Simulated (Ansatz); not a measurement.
Isomers of CH₅ClSiTe, relaxed with PBE0-D4/def2-TZVP in Ansatz; electronic energies, one conformer each and not always the lowest. Functionals use def2-TZVPP; CBS adds triple-zeta CCSD(T) − MP2 to the MP2 limit of def2-TZVPP and def2-QZVPP.

Elements past krypton have def2 core potentials. Outer-core shells of Te are correlated without core-valence functions. Spin–orbit coupling is left out.

Problem. Order them by energy at frozen-core CCSD(T)/CBS, lowest first. (An estimate is asked.)
A. `[SiH3]C(Cl)[TeH]`
B. `ClC[SiH2][TeH]`
C. `[SiH3][Te]CCl`

Solution. B (0.0 kcal/mol), C (10.1 kcal/mol), A (23.2 kcal/mol).

Problem. How do PBE0-D4, B2PLYP, B3LYP-D4, B3LYP place them (kcal/mol, against `ClC[SiH2][TeH]`)? (Best estimate.)

Solution. Computed: 
```json
{"isomer": "`[SiH3]C(Cl)[TeH]`", "PBE0-D4": "25.5", "B2PLYP": "24.2", "B3LYP-D4": "23.6", "B3LYP": "25.0"}
{"isomer": "`[SiH3][Te]CCl`", "PBE0-D4": "11.2", "B2PLYP": "10.5", "B3LYP-D4": "10.4", "B3LYP": "10.6"}
```

B3LYP here is the variant with VWN-RPA as its local correlation; programs differ in this.
